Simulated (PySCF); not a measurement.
**`B[Si@H]1C[C@@H]1Cl`, C2H6BClSi**

Geometry (Å), atoms numbered from 1 in this order:
```xyz
11

B     2.1473   -0.2595   -0.0029
Si    0.4402    0.2336    0.6778
C    -0.9520    0.7878   -0.5285
C    -1.1209   -0.6279   -0.0985
Cl   -2.4958   -0.9945    0.9284
H     3.0995   -0.2014    0.6747
H     2.2900   -0.6318   -1.1036
H     0.0201    0.6733    2.0104
H    -0.7267    0.9370   -1.5746
H    -1.6895    1.4865   -0.1632
H    -1.0068   -1.4005   -0.8459
```

Method: PySCF, TDDFT LC-wPBE/def2-SVPD circular dichroism and optical rotation, one conformer, gas phase. Geometry: GFN2-xTB.

Q: Draw the ECD and absorption spectra from the lowest 16 states, each a Gaussian of half-width 0.35 eV at 1/e height.

A: 
```csv
E (eV),λ (nm),Δε (L mol⁻¹ cm⁻¹),ε (L mol⁻¹ cm⁻¹)
3.74,332,-0.11,1560
3.89,319,-0.22,4420
4.04,307,+0.02,8720
4.19,296,+1.61,12000
4.34,286,+5.42,11700
4.49,276,+10.19,8280
4.64,267,+12.47,4530
4.79,259,+10.35,2070
4.94,251,+5.95,820
5.09,244,+2.52,287
5.24,237,+1.13,118
5.39,230,+0.93,99.5
5.54,224,+0.84,111
5.69,218,+0.17,118
5.84,212,-1.19,152
5.99,207,-2.86,250
6.14,202,-4.02,380
6.29,197,-4.04,449
6.44,193,-3.35,417
6.59,188,-3.61,412
6.74,184,-6.57,727
6.89,180,-11.32,1680
7.04,176,-12.27,3340
7.19,172,-4.42,5140
7.34,169,+7.89,6010
7.49,166,+14.21,5370
7.64,162,+10.26,3880
7.79,159,+0.32,2590
7.94,156,-9.21,1810
8.09,153,-13.66,1400
8.24,150,-11.80,1320
8.39,148,-6.22,1510
```
Δε uses R in velocity form, ε uses f in length form. Only the states computed contribute, so the short-wavelength end is incomplete.
